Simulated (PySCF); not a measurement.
SMILES CCC[SiH2]C(C)=O at its GFN2-xTB optimised geometry (Å):

```
19

C     -2.1967     0.1308    -2.8013
C     -0.8291    -0.5298    -2.9051
C     -0.6009    -1.5777    -1.8142
Si    -0.7073    -0.9155    -0.0275
C      0.1797     0.7966     0.0000
C      1.6862     0.7966     0.0000
O     -0.4607     1.8237     0.0000
H     -2.3640     0.7935    -3.6477
H     -2.9835    -0.6208    -2.7916
H     -2.2666     0.7197    -1.8898
H     -0.0561     0.2401    -2.8405
H     -0.7335    -1.0083    -3.8844
H     -1.3309    -2.3801    -1.9375
H      0.3797    -2.0348    -1.9689
H      0.0242    -1.8237     0.8661
H     -2.0815    -0.7217     0.4302
H      2.0499     0.1767    -0.8166
H      2.0815     1.8061    -0.0914
H      2.0296     0.3531     0.9327
```

Method: CAM-B3LYP/def2-SVP run with PySCF.

Map of the Laplacian of the electron density (e/bohr⁵) on the plane z = 1.5 Å:

```
|00000000000000000000000000000|
|00000000000000000000000000000|
|00000000000000000000000000000|
|00000000000000000000000000000|
|00000000000000000000000000000|
|00000000000000000000000000000|
|00000000000000000000000000000|
|00000000000011100000000000000|
|00000000000111100000000000000|
|00000000000111110001110000000|
|00000000000011111112321000000|
|00000000000011111234542100000|
|00000000000011111246873100000|
|00000000000011111236983100000|
|00000000111111111124652100000|
|00000011121111110012221000000|
|00000011222222211001110000000|
|00000011222233321000000000000|
|00000001122344432100000000000|
|00000000111345652100000000000|
|00000000001235752100000000000|
|00000000000123321100000000000|
|00000000000011111000000000000|
|00000000000000000000000000000|
|00000000000000000000000000000|
|00000000000000000000000000000|
|00000000000000000000000000000|
|00000000000000000000000000000|
|00000000000000000000000000000|
```
Scale: ten equal steps from 0.000 (start of '0') to 0.084 (end of '9'), in the order '0123456789'; x runs from -4.50 to 4.50, y from -4.50 (bottom) to 4.50 (top).
